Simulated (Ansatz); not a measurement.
One change: `C[CH]1[CH2][GeH2]1` becomes `[CH2]1[CH2][GeH2]1`.

Ansatz, PBE0-D4/def2-TZVP geometries, multiplicity 1. 

Scalar relativity is left out up to krypton.

```tsv
property	`C[CH]1[CH2][GeH2]1`
LUMO energy (ωB97M-V/def2-TZVPP) / eV	2.28
LUMO energy (PBE/def2-TZVPP) / eV	-0.27
HOMO–LUMO gap (PBE0/def2-TZVPP) / eV	6.79
LUMO energy (PBE0/def2-TZVPP) / eV	0.55
LUMO energy (B3LYP/def2-TZVPP) / eV	0.30
size of the dipole moment (B3LYP/def2-TZVPP) / D	0.30
```

(1) What does the change do to each property? (Best estimate.)

Answers

(1) The calculation gave: 
```json
{"property": "LUMO energy (ωB97M-V/def2-TZVPP) / eV", "`[CH2]1[CH2][GeH2]1`": "2.29", "shift": "0.01"}
{"property": "LUMO energy (PBE/def2-TZVPP) / eV", "`[CH2]1[CH2][GeH2]1`": "-0.25", "shift": "0.02"}
{"property": "HOMO–LUMO gap (PBE0/def2-TZVPP) / eV", "`[CH2]1[CH2][GeH2]1`": "7.00", "shift": "0.21"}
{"property": "LUMO energy (PBE0/def2-TZVPP) / eV", "`[CH2]1[CH2][GeH2]1`": "0.56", "shift": "0.01"}
{"property": "LUMO energy (B3LYP/def2-TZVPP) / eV", "`[CH2]1[CH2][GeH2]1`": "0.31", "shift": "0.01"}
{"property": "size of the dipole moment (B3LYP/def2-TZVPP) / D", "`[CH2]1[CH2][GeH2]1`": "0.10", "shift": "-0.20"}
```

Dipoles are sizes alone; their direction can turn.

B3LYP here is the variant with VWN-RPA as its local correlation; programs differ in this.
